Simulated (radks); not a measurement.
All-electron atom: Cl- in [Ar].

Calculated with a radial shooting solver on a logarithmic mesh with Libxc functionals: scalar-relativistic Kohn-Sham, PBEsol, spin-polarised, spherical densities, point nucleus; Watson sphere of charge +1.37 and radius 2.86 bohr.

Energy parts (hartree; the electron-nucleus part includes the sphere):
total: -469.41716
kinetic: 463.19134
electron-nucleus: -1115.98594
Hartree: 211.11314
exchange-correlation: -27.73570

Orbitals (lengths in bohr, moments of r in powers of bohr; r(90%) holds 90 % of the orbital's charge):
orbital  occ.  eigenvalue (hartree)  r(90%)      <r^4>
1s          2             -100.9520   0.163  0.0003215
2s          2              -9.28432   0.696    0.09996
2p          6              -7.05006   0.677    0.09169
3s          2              -0.82105    2.42      14.74
3p          6              -0.39539    3.09      39.56

The highest occupied level is 3p at -10.759 eV. Summed over all electrons, <r^2> = 34.70 bohr^2, which gives a Langevin (diamagnetic) susceptibility term of -27.5 x 10^-6 cm^3/mol. The density falls to 0.001 e/bohr^3 at r = 4.12 bohr.
